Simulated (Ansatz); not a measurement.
Geometry optimisation, RKS r2SCANh/def2-SVP in Ansatz 0.2.0.

input.yaml

```yaml
crystal:
  periodic: [false, false, false]
  atoms:
    - { symbol: Sn, position_ang: [0.137394, -0.001325, -0.112031] }
    - { symbol: H, position_ang: [0.150679, 0.042585, 1.62445] }
    - { symbol: H, position_ang: [1.778356, -0.043038, -0.604125] }
    - { symbol: H, position_ang: [-0.580441, 1.453499, -0.648289] }
    - { symbol: C, position_ang: [-0.922203, -1.746781, -0.785426] }
    - { symbol: H, position_ang: [-1.665475, -2.02542, -0.030506] }
    - { symbol: H, position_ang: [-1.446365, -1.525874, -1.72349] }
    - { symbol: H, position_ang: [-0.220628, -2.574785, -0.945161] }
    - { symbol: Cl, position_ang: [-2.943839, -0.049195, 1.777037] }
    - { symbol: H, position_ang: [-1.64808, -0.035167, 2.090541] }
basis:
  gaussian: { orbitals: def2-SVP }
hamiltonian:
  xc: r2scanh
relax:
  f_tol: 0.03
  max_steps: 50
output:
  orbitals: {}
```

Launched with:

```bash
$ ansatz run input.yaml --threads 2 --pin off --max-ram 3072MiB --backend cpu --events-out ev --progress --plain --runs-dir out
```

**Question.** Where does it end, and by what steps?

**Answer.** It converged. The force dipped under the threshold on the way, but the program's further checks kept it going. After 13 steps the energy has fallen by 0.057 eV; H6 moved furthest, 0.47 Å.

| step | energy less start (eV) | largest force component (eV/Å) | accepted |
| --- | --- | --- | --- |
| 0 | 0.0000 | 1.049 | yes |
| 1 | -0.0222 | 0.940 | yes |
| 2 | -0.0380 | 0.310 | yes |
| 3 | -0.0483 | 0.224 | yes |
| 4 | -0.0530 | 0.108 | yes |
| 5 | -0.0539 | 0.085 | yes |
| 6 | -0.0518 | 0.098 | no |
| 7 | -0.0546 | 0.065 | yes |
| 8 | -0.0519 | 0.240 | no |
| 9 | -0.0556 | 0.016 | yes |
| 10 | -0.0560 | 0.074 | yes |
| 11 | -0.0563 | 0.046 | yes |
| 12 | -0.0565 | 0.041 | yes |
| 13 | -0.0566 | 0.019 | yes |

```xyz
10
Properties=species:S:1:pos:R:3
Sn 0.172 0.022 -0.178
H 0.212 0.046 1.546
H 1.791 -0.017 -0.730
H -0.582 1.463 -0.702
C -0.914 -1.713 -0.825
H -1.890 -1.734 -0.323
H -1.067 -1.679 -1.911
H -0.356 -2.624 -0.571
Cl -3.003 -0.155 2.091
H -1.723 -0.115 2.246
```

Whether the end is a true minimum wasn't checked by a vibrational analysis.

Time of the run: 62 s on 2 threads of Arm Neoverse V1, on a shared host, peak memory 0.22 GiB.
